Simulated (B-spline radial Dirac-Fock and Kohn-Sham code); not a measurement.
These are calculated numbers from a radial B-spline solver; the model is independent-particle rates on relativistic LDA orbitals of the hole state (multipoles up to L = 3, Coulomb Auger matrix elements, transition energies from Dirac-Fock).

**Question.** A single inner-shell vacancy in a neutral atom gives this computed emission spectrum. Which element, which hole, and which lines?

| energy (eV) | relative intensity |
| --- | --- |
| 7814.7 | 5.2 |
| 8840.1 | 11.3 |
| 8911.1 | 100.0 |
| 10208.9 | 1.3 |
| 10577.4 | 2.0 |
| 10591.9 | 17.9 |
| 10873.9 | 0.9 |

**Answer.** Osmium (Z = 76), hole in L3 (2p3/2). In order of rising energy the lines are Lℓ (L3-M1), Lα2 (L3-M4), Lα1 (L3-M5), Lβ6 (L3-N1), Lβ15 (L3-N4), Lβ2 (L3-N5), Lβ5 (L3-O5).
